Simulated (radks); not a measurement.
La, configuration [Xe] 5d1 6s2.

Method: Dirac Kohn-Sham, PBE, spin-unpolarised, spherical densities, finite nucleus; open shells fill j = l - 1/2 first; Fermi nuclear charge, rms radius 4.855 fm; computed with a radial shooting solver on a logarithmic mesh with Libxc functionals.

Energy parts (eV):
part                      energy
total                 -231218.85
kinetic                247421.41
electron-nucleus      -562518.42
Hartree                 89426.00
exchange-correlation    -5547.83

Orbitals (lengths in bohr, moments of r in powers of bohr; <r^-3> diverges for s and p1/2; r(90%) holds 90 % of the orbital's charge):
| orbital | occ. | eigenvalue (eV) | <r^-3> | <r> | r(90%) |
|---|---|---|---|---|---|
| 1s1/2 | 2 | -38715.44 | - | 0.02507 | 0.0452 |
| 2s1/2 | 2 | -6160.677 | - | 0.1070 | 0.166 |
| 2p1/2 | 2 | -5810.354 | - | 0.08991 | 0.148 |
| 2p3/2 | 4 | -5397.235 | 6682 | 0.09601 | 0.156 |
| 3s1/2 | 2 | -1317.669 | - | 0.2848 | 0.419 |
| 3p1/2 | 2 | -1169.932 | - | 0.2747 | 0.413 |
| 3p3/2 | 4 | -1089.415 | 1336 | 0.2867 | 0.430 |
| 3d3/2 | 4 | -830.5950 | 218.0 | 0.2577 | 0.404 |
| 3d5/2 | 6 | -813.3698 | 199.0 | 0.2615 | 0.409 |
| 4s1/2 | 2 | -266.0502 | - | 0.6542 | 0.940 |
| 4p1/2 | 2 | -211.6829 | - | 0.6746 | 0.981 |
| 4p3/2 | 4 | -194.5567 | 285.2 | 0.7016 | 1.02 |
| 4d3/2 | 4 | -105.4233 | 38.38 | 0.7621 | 1.15 |
| 4d5/2 | 6 | -102.4502 | 34.72 | 0.7717 | 1.16 |
| 5s1/2 | 2 | -38.8184 | - | 1.558 | 2.24 |
| 5p1/2 | 2 | -24.0844 | - | 1.750 | 2.55 |
| 5p3/2 | 4 | -21.5789 | 41.38 | 1.831 | 2.67 |
| 6s1/2 | 2 | -3.6645 | - | 4.430 | 6.49 |
| 5d3/2 | 1 | -3.1720 | 2.480 | 2.969 | 4.74 |
| 5d5/2 | 0 | -2.9850 | 2.189 | 3.038 | 4.86 |

The highest occupied level is 5d3/2 at -3.172 eV. For comparison, the ionisation energy in NIST's Atomic Spectra Database is 5.577 eV (measured). In exact Kohn-Sham theory the highest level is minus the ionisation energy, but local and semilocal functionals leave it too shallow, through self-interaction and a potential that decays too fast; potentials with the right tail come closer. The electron density at the nucleus is 3.517e+05 e/bohr^3.

Beside tabulated values, note that spin-unpolarised runs miss the spin-polarisation part of the exchange energy of open shells.
